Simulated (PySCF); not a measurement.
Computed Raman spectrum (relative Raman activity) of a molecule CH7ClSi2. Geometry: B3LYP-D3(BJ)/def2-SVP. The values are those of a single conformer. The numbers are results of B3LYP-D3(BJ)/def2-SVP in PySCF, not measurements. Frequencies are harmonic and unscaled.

Lines under 2 % of the strongest are left out, and lines within 2 cm⁻¹ are merged.

```
ν (cm⁻¹)  relative intensity
--------  ------------------
399                      3.2
418                      9.0
527                      2.9
619                      6.8
668                      7.5
689                      6.5
730                      6.8
816                      3.8
888                      4.7
893                      2.3
937                       12
954                      5.7
1436                     7.6
1440                     4.5
2198                      68
2209                      94
2213                     100
2224                      73
3035                      66
3129                      45
3133                      39
```

### Question
Pick the molecule that these values belong to.
(A) C[SiH2][SiH2]Cl
(B) C[Si@@H]([SiH3])Cl
(C) [SiH3]C[SiH2]Cl

### Answer
A, C[SiH2][SiH2]Cl
